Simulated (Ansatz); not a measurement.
Reactions of CH7AlGeO (`C[O][AlH][GeH3]`).

Program: Ansatz. Geometries: PBE0-D4/def2-TZVP. ΔE: electronic, gas phase. CCSD(T)/CBS is the MP2 limit (def2-TZVPP, def2-QZVPP) plus CCSD(T) − MP2 in def2-TZVPP, frozen cores. Functionals use def2-TZVPP. B3LYP here is the variant with VWN-RPA as its local correlation; programs differ in this. For Ge outer-core shells are correlated without core-valence functions, which leaves a few kJ/mol of doubt a bond. Scalar relativity is left out up to krypton. Each species was taken in one conformer, which may not be the lowest.

| reaction | B3LYP-D4 (kJ/mol) | ωB97X-V (kJ/mol) | CCSD(T)/CBS(def2) (kJ/mol) |
| --- | --- | --- | --- |
| `C[O][AlH][GeH3]` + `CC(C)CF` → `F[CH2][AlH][GeH3]` + `COC(C)C` | 195 | 195 | 200 |
| `C[O][AlH][GeH3]` + `N[SiH2]S` → `N[SiH2][S][GeH3]` + `C[O][AlH2]` | -20 | -22 | -21 |
| `C[O][AlH][GeH3]` + `NC#CO` → `NC#C[O][GeH3]` + `C[O][AlH2]` | -2 | -4 | 1 |
| `C[O][AlH][GeH3]` + `O[SiH](F)[SiH3]` → `O[SiH]([SiH3])[GeH3]` + `C[O][AlH][F]` | -28 | -26 | -28 |

Largest T1 diagnostic: 0.013, for `C[O][AlH][GeH3]`.
